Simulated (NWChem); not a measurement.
System: AlH, singlet; SMILES [AlH]

Input file for NWChem:

```
start job
memory heap 200 mb stack 900 mb global 1100 mb
geometry units angstroms noautosym nocenter noautoz
  Al     0.000000     0.000000     0.142274
  H      0.000000     0.000000    -1.524908
end
basis spherical
  * library aug-cc-pvtz
end
dft
  xc xpbe96 cpbe96
  iterations 150
end
property
  response 1 0.0
end
task dft property
```

Low-valent species are run as closed-shell singlets; no triplet was tried in these runs. All runs use the structure optimised with PBE0/def2-SVP.

Static field.

**Question.** Predict the main results of this run. (PBE/aug-cc-pVTZ.) Quantities: basis functions; isotropic polarisability (bohr³); anisotropy (bohr³).

**Answer.** 
```
Item                              Result
--------------------------------  ------
number of basis functions             73
isotropic polarisability (bohr³)    48.7
anisotropy (bohr³)                   8.0
```
